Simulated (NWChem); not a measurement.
System: GeH$_{3}$O$_{2}$Br; SMILES [OH][GeH]([OH])[Br]

Input file for NWChem:

```
start job
memory heap 200 mb stack 900 mb global 1100 mb
geometry units angstroms noautosym nocenter noautoz
  Ge     0.006521     0.772932     0.289496
  O     -1.483424     1.284847    -0.510260
  O      1.402495     1.547111    -0.460397
  Br     0.056064    -1.496480    -0.030275
  H      0.068303     1.122745     1.774931
  H     -1.510897     2.240209    -0.643052
  H      1.572834     1.236828    -1.357679
end
basis spherical
  Ge library 6-311g**
  O library 6-311g**
  Br library 6-311g**
  H library 6-311g**
end
dft
  xc b3lyp
  iterations 150
end
property
  shielding
end
task dft property
```

NWChem printed, in part:

```
             Northwest Computational Chemistry Package (NWChem) 7.3.0
             --------------------------------------------------------

                             Geometry "geometry" -> ""
                             -------------------------

 Output coordinates in angstroms (scale by  1.889725989 to convert to a.u.)

  No.       Tag          Charge          X              Y              Z
 ---- ---------------- ---------- -------------- -------------- --------------
    1 Ge                  32.0000     0.00652100     0.77293200     0.28949600
    2 O                    8.0000    -1.48342400     1.28484700    -0.51026000
    3 O                    8.0000     1.40249500     1.54711100    -0.46039700
    4 Br                  35.0000     0.05606400    -1.49648000    -0.03027500
    5 H                    1.0000     0.06830300     1.12274500     1.77493100
    6 H                    1.0000    -1.51089700     2.24020900    -0.64305200
    7 H                    1.0000     1.57283400     1.23682800    -1.35767900

 Effective nuclear repulsion energy (a.u.)     570.6170517804

                              NWChem Property Module
                              ----------------------

  itol2e modified to match energy
  convergence criterion.

                                 NWChem DFT Module
                                 -----------------

 Summary of "ao basis" -> "ao basis" (spherical)
 ------------------------------------------------------------------------------
       Tag                 Description            Shells   Functions and Types
 ---------------- ------------------------------  ------  ---------------------
 Ge                         6-311g**                18       44   8s7p3d
 O                          6-311g**                 8       18   4s3p1d
 Br                         6-311g**                18       44   8s7p3d
 H                          6-311g**                 4        6   3s1p

  itol2e modified to match energy
  convergence criterion.

[...]

          -----------------------------------------
          Chemical Shielding Tensors (GIAO, in ppm)
          -----------------------------------------

                                NWChem CPHF Module
                                ------------------

  scftype          =     RHF
  nclosed          =       43
  nopen            =        0
  variables        =     4257
  # of vectors     =        3
  tolerance        = 0.10D-03
  level shift      = 0.00D+00
  max iterations   =       50
  max subspace     =       30

 SCF residual:    4.7062864014043082E-005

Iterative solution of linear equations
  No. of variables     4257
  No. of equations        3
  Maximum subspace       30
        Iterations       50
       Convergence  1.0D-04

   iter   nsub   residual    time
   ----  ------  --------  ---------
     1      3    2.10D-01      85.8
     2      6    1.43D-02      96.8
     3      9    9.51D-04     107.8
     4     12    4.23D-05     118.8

      Atom:    1  Ge
        Diamagnetic
   2757.7373      0.6503      0.3942
      0.6503   2763.7218      0.3504
      0.3942      0.3504   2753.1198

        Paramagnetic
  -1475.1747     -2.6452      5.0464
     -2.6452  -1513.1332     -7.7364
      5.0464     -7.7364  -1581.6618

        Total Shielding Tensor
   1282.5626     -1.9948      5.4406
     -1.9948   1250.5886     -7.3860
      5.4406     -7.3860   1171.4579

           isotropic =    1234.8697
          anisotropy =      72.1980

          Principal Components and Axis System
                 1           2           3
             1283.0017   1251.0777   1170.5298

      1         0.9959      0.0779     -0.0467
      2        -0.0735      0.9932      0.0906
      3         0.0534     -0.0868      0.9948

      Atom:    2  O
        Diamagnetic
    395.7084    -11.1422     13.4036
    -11.1422    396.1839     -8.5857
     13.4036     -8.5857    375.3141

        Paramagnetic
   -114.9722      0.9332      0.5130
      0.9332   -151.1840    -12.4586
      0.5130    -12.4586   -141.2586

        Total Shielding Tensor
    280.7362    -10.2090     13.9166
    -10.2090    244.9999    -21.0444
     13.9166    -21.0444    234.0555

           isotropic =     253.2638
          anisotropy =      55.8133

          Principal Components and Axis System
                 1           2           3
              290.4727    251.9331    217.3858

      1         0.8681      0.4894     -0.0831
      2        -0.3553      0.7295      0.5844
      3         0.3467     -0.4778      0.8072

      Atom:    3  O
        Diamagnetic
    393.5673     11.2660    -15.6801
     11.2660    380.5603     -0.6189
    -15.6801     -0.6189    393.7220

        Paramagnetic
   -134.4532     12.0000      7.8078
     12.0000   -120.0919    -33.0429
      7.8078    -33.0429   -194.5800

        Total Shielding Tensor
    259.1141     23.2660     -7.8723
     23.2660    260.4684    -33.6618
     -7.8723    -33.6618    199.1420

           isotropic =     239.5748
          anisotropy =      80.1602

          Principal Components and Axis System
                 1           2           3
              293.0150    241.5092    184.2003

      1         0.5856      0.8099     -0.0322
      2         0.7462     -0.5231      0.4118
      3        -0.3167      0.2652      0.9107

      Atom:    4  Br
        Diamagnetic
   3118.3372     -0.3347     -0.1826
     -0.3347   3132.2302      1.5465
     -0.1826      1.5465   3118.3174

        Paramagnetic
   -880.4538      2.9194      8.1310
      2.9194   -224.5137    157.1141
      8.1310    157.1141   -936.7761

[...]
```

Level: B3LYP/6-311G** (spherical d), GIAO. The geometry was optimised at PBE0/def2-SVP. B3LYP is NWChem's, with the RPA form of VWN correlation. The printed shielding anisotropy is the first printed principal value minus the mean of the other two.
